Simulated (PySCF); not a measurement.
## [CuH9P3]+: core ionisation energies

[Cu(PH3)3]+ (charge +1 and singlet state).
Cartesian coordinates in Å at the PBE0-D3(BJ)/def2-SVP level; atoms count from 1:
```xyz
13
CuH9P3 angstrom
Cu     0.0090   -0.0183   -0.0024
P      2.3055    0.0103   -0.0162
H      3.0226    1.2301    0.0626
H      2.9544   -0.5449   -1.1478
H      2.9925   -0.7084    0.9941
P     -1.1456    1.9691   -0.0103
H     -0.8249    2.9204   -1.0112
H     -1.0036    2.8043    1.1265
H     -2.5577    2.0045   -0.1253
P     -1.1475   -2.0018    0.0278
H     -2.1129   -2.2102   -0.9893
H     -1.9700   -2.2519    1.1549
H     -0.4911   -3.2554   -0.0413
```

Method used: delta-SCF UKS SCAN, pcX-2 on the ionised atom (unc-x2c-TZVPall on a metal), pcseg-1 elsewhere, spin-free X2C in PySCF. Each binding energy is the total energy of the core-ionised species, with the hole localised on one atom, minus that of the ground state; both are solved self-consistently, so orbital relaxation is included.

**Question.** List the computed XPS lines with their assignment.

**Answer.** 
```tsv
atom(s)	environment	level	binding energy (eV)	2p1/2 (eV)	count
P2/P6/P10	phosphorus bonded to Cu and 3 H	P 2p3/2	141.31	142.20	3
Cu1	copper bonded to 3 P	Cu 2p3/2	942.52	963.17	1
P2/P6/P10	phosphorus bonded to Cu and 3 H	P 1s	2154.95	–	3
```

**Question.** Which photon energy gives electrons from Cu 2p3/2 of Cu1 a kinetic energy of 20 eV, and what is their de Broglie wavelength?

**Answer.** hν = 942.52 + 20 = 962.52 eV, recoil neglected; λ = 12.264 Å/√(E/eV) = 2.74 Å.

**Question.** Which photon wavelength matches the Cu 2p3/2 of Cu1 threshold?

**Answer.** λ = hc/E = 12398.42 eV Å / 942.52 eV = 13.155 Å.

Topologically equivalent atoms share the value of their first member; where this conformer doesn't relate them by symmetry, their own values could differ. The 2p values aren't plain energy differences: one relaxed spin-free 2p hole is combined with a matrix within the shell (ground-state 2p orbital-energy differences and spin–orbit coupling). 2p3/2, the mean of its two sublevels, lies a third of the splitting below the shell's mean and 2p1/2 two thirds above it; the statistical areas are 2:1. 2p1/2 minus 2p3/2 (ligand field included): Cu 20.66 eV, P 0.89 eV. Satellites of the metal's 2p lines aren't described. The species carries charge +1, so core ionisation leaves charge +2. Isolated species at its PBE0-D3(BJ)/def2-SVP geometry, gas phase. Metal 2p energies of this one-determinant scheme are less reliable than its 1s energies.

On one thread of an Intel Xeon Platinum 8375C at 2.90 GHz (shared host), this took 21 s and 0.70 GiB of memory at its peak.
